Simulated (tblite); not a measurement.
C₄H₁₀NSSi (doublet state).
SMILES with atom numbers: `[CH3:1][SiH:2]([CH3:3])[CH2:4][C:5]([NH:6])=[S:7]` (hydrogens: H8, H9, H10 on C1; H11 on Si2; H12, H13, H14 on C3; H15, H16 on C4; H17 on N6)
Bond orders are those of one Lewis drawing.

Computed with GFN2-xTB (tblite), gas phase: L-BFGS steps from a force-field or distance-geometry start until the largest atomic force falls under 0.01 eV/Å.

At the end of the run (lengths in Å): C5=S7 1.741, C5–N6 1.267, Si2–C4 1.936, Si2–C3 1.900, C1–Si2 1.897, C4–C5 1.466, Si2–H11 1.473, C4–C5–N6 122.5°, Si2–C4–C5 110.9°, N6–C5–S7 118.2°, C4–C5–S7 119.2°, C1–Si2–C4–C5 -63°, Si2–C4–C5–N6 89°, H11–Si2–C1–H8 49°, H8–C1–Si2–C3 173°.

Task: These geometries were met on the way; a selection of coordinates is given. Order them by energy above the end point, lowest first.
A. C5=S7 1.734, C5–N6 1.251, Si2–C4 1.909, Si2–C3 1.874, C1–Si2 1.873, C4–C5 1.483, Si2–H11 1.477, C4–C5–N6 118.4°, Si2–C4–C5 116.0°, N6–C5–S7 121.1°, C4–C5–S7 120.5°, C1–Si2–C4–C5 -65°, Si2–C4–C5–N6 81°, H11–Si2–C1–H8 63°, H8–C1–Si2–C3 180°
B. C5=S7 1.674, C5–N6 1.327, Si2–C4 1.883, Si2–C3 1.852, C1–Si2 1.851, C4–C5 1.503, Si2–H11 1.499, C4–C5–N6 113.5°, Si2–C4–C5 116.8°, N6–C5–S7 123.3°, C4–C5–S7 123.2°, C1–Si2–C4–C5 -68°, Si2–C4–C5–N6 82°, H11–Si2–C1–H8 63°, H8–C1–Si2–C3 179°
C. C5=S7 1.752, C5–N6 1.267, Si2–C4 1.924, Si2–C3 1.886, C1–Si2 1.884, C4–C5 1.460, Si2–H11 1.464, C4–C5–N6 120.7°, Si2–C4–C5 115.4°, N6–C5–S7 118.3°, C4–C5–S7 121.0°, C1–Si2–C4–C5 -64°, Si2–C4–C5–N6 81°, H11–Si2–C1–H8 62°, H8–C1–Si2–C3 180°
D. C5=S7 1.734, C5–N6 1.268, Si2–C4 1.930, Si2–C3 1.893, C1–Si2 1.891, C4–C5 1.473, Si2–H11 1.473, C4–C5–N6 122.2°, Si2–C4–C5 114.6°, N6–C5–S7 117.1°, C4–C5–S7 120.7°, C1–Si2–C4–C5 -64°, Si2–C4–C5–N6 82°, H11–Si2–C1–H8 61°, H8–C1–Si2–C3 -179°
E. C5=S7 1.747, C5–N6 1.266, Si2–C4 1.936, Si2–C3 1.902, C1–Si2 1.898, C4–C5 1.470, Si2–H11 1.471, C4–C5–N6 122.7°, Si2–C4–C5 114.0°, N6–C5–S7 118.4°, C4–C5–S7 118.9°, C1–Si2–C4–C5 -64°, Si2–C4–C5–N6 82°, H11–Si2–C1–H8 59°, H8–C1–Si2–C3 -179°

Result: E (0.023 eV), D (0.042 eV), C (0.074 eV), A (0.128 eV), B (0.380 eV).

| step | E above end (eV) | rms distance from the end, all atoms (Å) | largest force (eV/Å) | rms shift of all bonds from the end (Å) |
| --- | --- | --- | --- | --- |
| 14 | 0.023 | 0.138 | 0.110 | 0.002 |
| 6 | 0.042 | 0.153 | 0.153 | 0.004 |
| 3 | 0.074 | 0.159 | 0.336 | 0.007 |
| 1 | 0.128 | 0.162 | 1.591 | 0.013 |
| 0 | 0.380 | 0.165 | 3.744 | 0.035 |

Rows stand in the order of the answer.
